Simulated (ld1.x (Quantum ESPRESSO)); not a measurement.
# Scattering properties, TM potential for Er

Er, norm-conserving Troullier–Martins (Kleinman–Bylander form), made with ld1.x (Quantum ESPRESSO) 7.5 (PBEsol, scalar-relativistic). Core [Kr] 4d10 4f11, reference 5s2 5p6 5d1 6s1 6p0 (charge +1). Waves: 5s (bound): rc 1.65 bohr; 5p (bound): rc 1.45 bohr; 5d (bound): rc 2.75 bohr. Local part: all-electron potential smoothed inside 1.35 bohr (lloc = -1). Core correction: none.

Occupied shells without a wave of their own: 6s. They enter only through the test configuration that unscreens the potential.

The phase is arctan(r·u′/u) with u = r·R(r), unwrapped; energies in Ry, scanned from -7 to 5 Ry. A pole is an energy at which the radial function vanishes at the test radius. The pseudo phase is shifted by a multiple of π to meet the all-electron one at the reference energy, and phase errors are pseudo minus all-electron; the curves can meet again beyond the range given. Levels narrower than the energy grid can be missing from the lists of poles.

```csv
channel,radius (bohr),reference energy (Ry),"poles, all-electron","poles, pseudo",unbroken range about the reference energy with phases within 0.05 rad,phase error 1 Ry above the reference energy (rad)
s,3.00,-4.60,"-4.58, 1.36","-4.58, -1.73, 1.69",below -2.1,-0.001
p,3.00,-2.67,"-2.59, 2.67","-2.59, 2.47",below 0.0,-0.001
d,3.00,-0.60,"-0.03, 4.97","-0.03, 4.81",below 1.9,-0.001
```

A Bessel basis up to 400 Ry misses an occupied level by 0.07 Ry, so cutoffs and ghosts were not judged.

Phases in the s channel:

```
E (Ry)  all-electron  pseudo
 -7.00         1.430   1.430
 -6.74         1.426   1.426
 -6.48         1.422   1.422
 -6.22         1.418   1.418
 -5.96         1.413   1.413
 -5.70         1.407   1.407
 -5.44         1.401   1.401
 -5.18         1.391   1.391
 -4.92         1.375   1.375
 -4.66         1.210   1.210
 -4.40        -1.726  -1.726
 -4.14        -1.751  -1.751
 -3.88        -1.765  -1.766
 -3.62        -1.778  -1.779
 -3.36        -1.792  -1.794
 -3.10        -1.808  -1.810
 -2.84        -1.827  -1.830
 -2.58        -1.850  -1.856
 -2.32        -1.879  -1.894
 -2.06        -1.917  -1.965
 -1.80        -1.971  -3.083
 -1.54        -2.051  -5.032
 -1.28        -2.184  -5.166
 -1.02        -2.436  -5.331
 -0.76        -2.954  -5.632
 -0.50        -3.685  -6.232
 -0.24        -4.152  -6.944
  0.02        -4.379  -7.344
  0.28        -4.503  -7.541
  0.54        -4.580  -7.652
  0.80        -4.634  -7.723
  1.06        -4.675  -7.773
  1.32        -4.708  -7.811
  1.58        -4.736  -7.842
  1.84        -4.762  -7.869
  2.10        -4.786  -7.893
  2.36        -4.811  -7.917
  2.62        -4.838  -7.940
  2.88        -4.868  -7.964
  3.14        -4.904  -7.990
  3.40        -4.950  -8.022
  3.66        -5.013  -8.060
  3.92        -5.109  -8.111
  4.18        -5.275  -8.184
  4.44        -5.609  -8.300
  4.70        -6.276  -8.515
  4.96        -6.964  -8.970
```
